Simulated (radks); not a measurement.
Task: The tin ion Sn3+, [Kr] 4d10 5s1. Calculated with a radial shooting solver on a logarithmic mesh with Libxc functionals: non-relativistic Kohn-Sham, PBE, spin-polarised, spherical densities, point nucleus. Every spin shell is full or empty, so the densities are truly spherical. Functionals are evaluated on that one density, not self-consistently. Rank these exchange functionals by their error against the exact value of the orbitals, and give that value: LDA, PBE, OPTX, WC, B86b, APBE, SCAN, TASK.

Result: Exact: -158.041 hartree. From best to worst, with 100 (|E| - |E exact|)/|E exact| (equal figures are ties): B86b -0.02, SCAN +0.16, APBE +0.29, PBE -0.45, WC -0.88, OPTX +1.23, TASK -2.22, LDA -4.88.
